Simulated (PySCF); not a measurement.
A mixed set of molecules.

All values: CAM-B3LYP/def2-SVPD (PySCF) at PBE0-D3(BJ)/def2-SVP geometries, gas phase, one conformer each. Core orbitals are frozen in the response; Δα² is half the sum of the squared differences of the principal polarisabilities. Dipoles and anisotropies that the point group forbids are given as zero.

**Question.** Rank by HOMO–LUMO gap, highest first.
A. `N=C1CCCCC1`
B. `C1C=[O+][AlH2-][O]C=1`
C. `N#CCCl`
D. `CCCCC(=O)Cl`
E. `CC(C)(C)C(=O)Cl`
F. `C1=C[SiH2]C(c2cccs2)=C1`

**Answer.** C (10.77 eV), D (10.12 eV), E (9.93 eV), A (9.63 eV), B (7.23 eV), F (6.07 eV).

**Question.** Rank by polarisability anisotropy Δα, lowest first.
A. `[CH:1]1=[CH:2][SiH2:3][C:4]([c:5]2[cH:6][cH:7][cH:8][s:9]2)=[CH:10]1` with Si3–C4–C5–C6 1°
B. chloroacetonitrile (`N#CCCl`)
C. `[CH3:1][CH2:2][CH2:3][CH2:4][C:5](=[O:6])[Cl:7]` with C1–C2–C3–C4 179°, C2–C3–C4–C5 180°, C3–C4–C5–O6 -1°
D. `C1=C[O][AlH2-][O+]=C1`
E. pivaloyl chloride (`CC(C)(C)C(=O)Cl`)
F. `[CH2:1]=[N:2][CH:3]1[CH2:4][CH2:5][CH2:6][CH2:7]1` with C1–N2–C3–C4 119°, N2–C3–C4–C5 138°, C3–C4–C5–C6 -38°, C4–C5–C6–C7 42°, C5–C6–C7–C3 -30°

**Answer.** E (2.55 Å³), B (2.95 Å³), D (3.60 Å³), F (4.12 Å³), C (5.02 Å³), A (15.52 Å³).

**Question.** Rank by HOMO energy, highest first.
A. `CCCCC(=O)Cl`
B. `CC(C)(C)C(=O)Cl`
C. `C1(c2sccc2)=CC=C[SiH2]1`
D. `N=C1CCCCC1`
E. `ClB(Cl)Cl`
F. `N#CCCl`

**Answer.** C (-7.07 eV), D (-8.70 eV), B (-9.81 eV), A (-10.01 eV), E (-10.55 eV), F (-10.76 eV).

All values together:

```json
{"SMILES": "CC(C)(C)C(=O)Cl", "formula": "C5H9ClO", "μ (D)": "3.06", "HOMO (eV)": "-9.81", "LUMO (eV)": "0.13", "α (Å³)": "11.52", "Δα (Å³)": "2.55", "electrons": "64", "α per electron (Å³)": "0.180", "ΔSCF removal energy (eV)": "10.63"}
{"SMILES": "ClB(Cl)Cl", "formula": "BCl3", "μ (D)": "0.00", "HOMO (eV)": "-10.55", "LUMO (eV)": "-0.70", "α (Å³)": "8.08", "Δα (Å³)": "3.09", "electrons": "56", "α per electron (Å³)": "0.144", "ΔSCF removal energy (eV)": "–"}
{"SMILES": "N#CCCl", "formula": "C2H2ClN", "μ (D)": "3.33", "HOMO (eV)": "-10.76", "LUMO (eV)": "0.00", "α (Å³)": "6.25", "Δα (Å³)": "2.95", "electrons": "38", "α per electron (Å³)": "0.165", "ΔSCF removal energy (eV)": "12.00"}
{"SMILES": "C=NC1CCCC1", "formula": "C6H11N", "μ (D)": "1.37", "HOMO (eV)": "-8.70", "LUMO (eV)": "0.91", "α (Å³)": "11.63", "Δα (Å³)": "4.12", "electrons": "54", "α per electron (Å³)": "0.215", "ΔSCF removal energy (eV)": "–"}
{"SMILES": "CCCCC(=O)Cl", "formula": "C5H9ClO", "μ (D)": "3.13", "HOMO (eV)": "-10.01", "LUMO (eV)": "0.11", "α (Å³)": "11.83", "Δα (Å³)": "5.02", "electrons": "64", "α per electron (Å³)": "0.185", "ΔSCF removal energy (eV)": "–"}
{"SMILES": "C1=C[O][AlH2-][O+]=C1", "formula": "C3H5AlO2", "μ (D)": "4.39", "HOMO (eV)": "-8.66", "LUMO (eV)": "-1.43", "α (Å³)": "10.15", "Δα (Å³)": "3.60", "electrons": "52", "α per electron (Å³)": "0.195", "ΔSCF removal energy (eV)": "9.50"}
{"SMILES": "N=C1CCCCC1", "formula": "C6H11N", "μ (D)": "2.73", "HOMO (eV)": "-8.70", "LUMO (eV)": "0.93", "α (Å³)": "11.30", "Δα (Å³)": "3.07", "electrons": "54", "α per electron (Å³)": "0.209", "ΔSCF removal energy (eV)": "9.50"}
{"SMILES": "C1=C[SiH2]C(c2cccs2)=C1", "formula": "C8H8SSi", "μ (D)": "0.17", "HOMO (eV)": "-7.07", "LUMO (eV)": "-1.00", "α (Å³)": "21.24", "Δα (Å³)": "15.52", "electrons": "86", "α per electron (Å³)": "0.247", "ΔSCF removal energy (eV)": "7.57"}
```

Conformers: `[CH2:1]=[N:2][CH:3]1[CH2:4][CH2:5][CH2:6][CH2:7]1` with C1–N2–C3–C4 119°, N2–C3–C4–C5 138°, C3–C4–C5–C6 -38°, C4–C5–C6–C7 42°, C5–C6–C7–C3 -30°; `[CH3:1][CH2:2][CH2:3][CH2:4][C:5](=[O:6])[Cl:7]` with C1–C2–C3–C4 179°, C2–C3–C4–C5 180°, C3–C4–C5–O6 -1°; `[NH:1]=[C:2]1[CH2:3][CH2:4][CH2:5][CH2:6][CH2:7]1` with N1–C2–C3–C4 -128°, C2–C3–C4–C5 -53°, C3–C4–C5–C6 56°, C4–C5–C6–C7 -56°; `[CH:1]1=[CH:2][SiH2:3][C:4]([c:5]2[cH:6][cH:7][cH:8][s:9]2)=[CH:10]1` with Si3–C4–C5–C6 1°.

A dash marks a removal energy that wasn't run or isn't settled.

**Question.** By how much does the ΔSCF value exceed −ε(HOMO) over the species that have both?

**Answer.** By 0.50 to 1.24 eV, 0.84 eV on average, over 5 species.
